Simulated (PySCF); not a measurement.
**Thallium: highly charged ions in a basis for the neutral atom**

Tl¹⁶⁺ [Kr] 4d10 4f14 5s2 5p3, Tl¹⁷⁺ [Kr] 4d10 4f14 5s2 5p2. All numbers are calculated (PySCF 2.14, scalar relativity through the core potential, in def2-TZVP with the def2 core potential (60 electrons) (6s5p3d2f, 50 functions)). No spin-orbit coupling, so a gap to NIST mixes the basis error with missing relativistic terms.

Changed run: basis of the neutral atom used for a highly charged ion. This setting is unsound on purpose.

| species | method | sound run (hartree) | changed run (hartree) | converged |
| --- | --- | --- | --- | --- |
| Tl¹⁶⁺ | UHF | not run | -84.88487 | yes |
| Tl¹⁶⁺ | B3LYP | not run | -85.12108 | yes |
| Tl¹⁶⁺ | r2SCAN | not run | -85.14778 | yes |
| Tl¹⁷⁺ | UHF | not run | -70.60375 | yes |
| Tl¹⁷⁺ | B3LYP | not run | -70.81642 | yes |
| Tl¹⁷⁺ | r2SCAN | not run | -70.81754 | yes |

Ionisation energy of Tl¹⁶⁺:

| method | changed run (eV) | NIST (eV) |
| --- | --- | --- |
| UHF | 388.61 | 392 ± 20 |
| B3LYP | 389.25 | 392 ± 20 |
| r2SCAN | 389.95 | 392 ± 20 |

The contracted functions were made for the neutral atom and can be too rigid for a highly charged ion.
